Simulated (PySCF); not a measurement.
C5H4F2. Atoms are numbered in the order given.

```xyz
11

C      1.0824    -2.1434     0.0000
C      0.3848    -1.1570     0.0000
C     -0.4602     0.0462     0.0000
F     -1.2792     0.0155    -1.0858
F     -1.2792     0.0155     1.0858
C      0.2835     1.3488     0.0000
C      1.6062     1.4811     0.0000
H      1.6949    -3.0270     0.0000
H     -0.3865     2.2150     0.0000
H      2.2655     0.6085     0.0000
H      2.0717     2.4692     0.0000
```
Charge 0, spin multiplicity 1.

Geometry optimised at PBE0-D3(BJ)/def2-SVP. One conformer was computed; it need not be the lowest.

These are PBE/pcSseg-1 in PySCF values and carry that method's errors.

GIAO shieldings, no solvent; atoms listed in one row are averaged. δ = σ(ref) − σ: ¹³C against TMS (σ = 182.0 ppm); ¹⁹F against CFCl3 (σ = 133.6 ppm); ¹H against TMS (σ = 31.49 ppm), references at their B3LYP-D3(BJ)/def2-TZVP geometries, non-relativistic.

### Question
Estimate the chemical shifts. (An estimate is asked for; the answer gives what the named calculation found.)

### Answer

```tsv
nucleus	atoms	count	δ (ppm)
¹³C	C6	1	143.1
¹³C	C7	1	129.0
¹³C	C3	1	120.8
¹³C	C1	1	82.5
¹³C	C2	1	79.1
¹⁹F	F4, F5	2	-118.4
¹H	H10	1	6.44
¹H	H9	1	6.40
¹H	H11	1	5.97
¹H	H8	1	2.77
```
